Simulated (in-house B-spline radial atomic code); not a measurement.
How numerical settings move a run on Pm⁺, [Xe] 4f5 6s1. Computed with an all-electron radial atomic-structure program (B-spline basis): scalar-relativistic (X2C) OLYP, spin-polarised, spherical fractional occupations, Fermi nucleus of rms radius 4.962 fm.

Command:
```bash
python run_scf.py task.json out
```
Settings of the sound reference run:
```
Z                61
electrons        60
configuration    [Xe] 4f5 6s1
hamiltonian      x2c
method           optx,lyp
spin_polarised   True
nucleus          fermi
rms_radius       4.961999
mass_number      145
atomic_mass      144.9128
speed_of_light   137.036
knot_spacing     0.22
spline_order     8
gauss_points     12
box_radius       35.29
max_iterations   70
damping          0.5
damped_steps     3
diis_vectors     10
tolerance        1e-08
start            Thomas-Fermi
```

Cost of the run: 0.37 s on 1 thread of Arm Neoverse V1, on a shared host.

It converges in 12 iterations to -10023.086519 hartree, with 6s up at -8.33623 eV. The other runs change the listed settings, some to values that make no sense; their results aren't properties of the atom or ion. Radii are in bohr (the nuclear one in fm), a minus after a letter asks for a j subshell, and «unchanged» means within 1e-8 hartree. The run stops when the residual is below 10 × tolerance × max(1, Z/10), or a noise floor if that is larger, and the energy moves by less than 1e-8 × √|E| hartree; so very loose and very tight tolerances often act alike.

| changed settings | outcome |
| --- | --- |
| damping = 0 | converged in 15 iterations, energy unchanged, 6s up level -3.3e-07 eV |
| electrons = 61, configuration = [Xe] 4f5 6s1 7p-1, max_iterations = 75 | stopped with error: j subshells need the Dirac Hamiltonian and l > 0 |
| damping = 0.2 | converged in 14 iterations, energy unchanged, 6s up level +1.9e-06 eV |
| hamiltonian = dirac, method = hf, spin_polarised = False, speed_of_light = 45.75632 | stopped with error: Z/c is past the critical charge |
| first_knot = 0.0164, max_iterations = 100, diis_vectors = 20, tolerance = 0.0001 | converged in 10 iterations, energy +9.21e-01 hartree from the reference, 6s up level +8.8e-04 eV |
| spline_order = 3, max_iterations = 50, damping = 0.8 | converged in 13 iterations, energy +3.38e-01 hartree from the reference, 6s up level +8.7e-03 eV |
| gauss_points = 3 | not converged after 70 iterations, last residual 9.1e+00, last energy +6.60e+01 hartree from the reference |
| gauss_points = 6 | converged in 12 iterations, energy +4.20e-08 hartree from the reference |
| damping = 0.95 | converged in 14 iterations, energy unchanged, 6s up level +2.4e-06 eV |
| gauss_points = 5 | converged in 12 iterations, energy unchanged |
| start = bare nucleus | converged in 14 iterations, energy unchanged, 6s up level +7.3e-07 eV |
| gauss_points = 16 | converged in 12 iterations, energy -6.00e-08 hartree from the reference |

Problem. What happens with knot_spacing = 0.4, spline_order = 10, max_iterations = 75, damped_steps = 8, start = bare nucleus?

Solution. Converged in 15 iterations, energy +3.72e-03 hartree from the reference, 6s up level +2.9e-03 eV.

Problem. What happens with knot_spacing = 0.75, box_radius = 5.29, max_iterations = 50?

Solution. Converged in 11 iterations, energy +4.75e+00 hartree from the reference, 6s up level +3.3e+00 eV (the program warns: 6s up reaches the box edge; 5s up reaches the box edge).

Problem. What happens with knot_spacing = 2, first_knot = 0.00492, max_iterations = 12, damped_steps = 0?

Solution. Converged in 8 iterations, energy +9.90e+02 hartree from the reference, 6s up level -1.2e-01 eV (the program warns: 6s up reaches the box edge; 2s up reaches the box edge).

Problem. What happens with gauss_points = 8?

Solution. Converged in 12 iterations, energy -9.00e-08 hartree from the reference.
